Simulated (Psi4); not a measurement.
Pair of molecules, SMILES [AlH3] with SMILES [AsH3] (the first has 4 atoms); geometry from B3LYP-D3(BJ)/def2-TZVP, rigid monomers moved along the line of their centres of mass till Al1···As5 is 2.40 Å.
(charge 0, multiplicity 1):
```tsv
atom	x (Å)	y (Å)	z (Å)
Al	0.2822	0.6255	0.5610
H	-0.5405	-0.2926	-0.4415
H	-0.2475	2.0913	0.8698
H	1.8116	0.2894	0.8303
As	-0.5584	-0.3781	2.5749
H	-0.0933	0.1218	3.9227
H	-0.3393	-1.8496	2.8390
H	-2.0397	-0.3566	2.8719
```

Method: SAPT0/aug-cc-pVDZ in Psi4.

Give the four SAPT terms and the total, and say what mostly holds the pair together.

electrostatics -49.08, exchange 74.62, induction -28.66, dispersion -10.64, total -13.76 kcal/mol; the largest attraction is electrostatics.
